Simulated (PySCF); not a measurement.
Isomers of C6H18BN, from PBE0-D3(BJ)/def2-SVP geometry optimisation, gas phase (PySCF 2.14.0). One conformer each, no zero-point energy, no frequencies.

Question: Which isomer lies lowest at this level?
A. `[CH3:1][CH:2]([CH3:3])[BH2-:4][N+:5]([CH3:6])([CH3:7])[CH3:8]` with C1–C2–B4–N5 95°: A = 3040, B = 1174, C = 1061 MHz, dipole 5.19 D
B. `[CH3:1][CH2:2][CH2:3][BH2-:4][N+:5]([CH3:6])([CH3:7])[CH3:8]` with C1–C2–C3–B4 180°, C2–C3–B4–N5 -178°: A = 4034, B = 828.6, C = 816.1 MHz, dipole 5.18 D
C. `[BH3-:1][N@H+:2]([CH3:3])[CH:4]([CH2:5][CH3:6])[CH2:7][CH3:8]` with B1–N2–C4–C5 -162°, N2–C4–C5–C6 55°, N2–C4–C7–C8 -159°: A = 1855, B = 1667, C = 1111 MHz, dipole 5.52 D
D. trimethylamine trimethylborane, `C[B-](C)(C)[N+](C)(C)C`: A = 2223, B = 1596, C = 1595 MHz, dipole 4.49 D
E. `[BH3-:1][N+:2]([CH2:3][CH3:4])([CH2:5][CH3:6])[CH2:7][CH3:8]` with B1–N2–C3–C4 -63°, B1–N2–C5–C6 179°, B1–N2–C7–C8 -56°: A = 2164, B = 1636, C = 1317 MHz, dipole 4.98 D

Answer: D. That is `C[B-](C)(C)[N+](C)(C)C` (trimethylamine trimethylborane), 9.4 kcal/mol below the next.

```
                SMILES                                                   mapped SMILES      E (Eh)  relative (kcal/mol)  relative (kJ/mol)  dipole (D)
C[B-](C)(C)[N+](C)(C)C  [CH3:1][B-:2]([CH3:3])([CH3:4])[N+:5]([CH3:6])([CH3:7])[CH3:8]  -318.48766                  0.0                0.0        4.49
[BH3-][N@H+](C)C(CC)CC   [BH3-:1][N@H+:2]([CH3:3])[CH:4]([CH2:5][CH3:6])[CH2:7][CH3:8]  -318.47268                  9.4               39.3        5.52
  CCC[BH2-][N+](C)(C)C    [CH3:1][CH2:2][CH2:3][BH2-:4][N+:5]([CH3:6])([CH3:7])[CH3:8]  -318.46790                 12.4               51.9        5.18
CC(C)[BH2-][N+](C)(C)C   [CH3:1][CH:2]([CH3:3])[BH2-:4][N+:5]([CH3:6])([CH3:7])[CH3:8]  -318.46420                 14.7               61.6        5.19
  [BH3-][N+](CC)(CC)CC    [BH3-:1][N+:2]([CH2:3][CH3:4])([CH2:5][CH3:6])[CH2:7][CH3:8]  -318.46228                 15.9               66.7        4.98
```
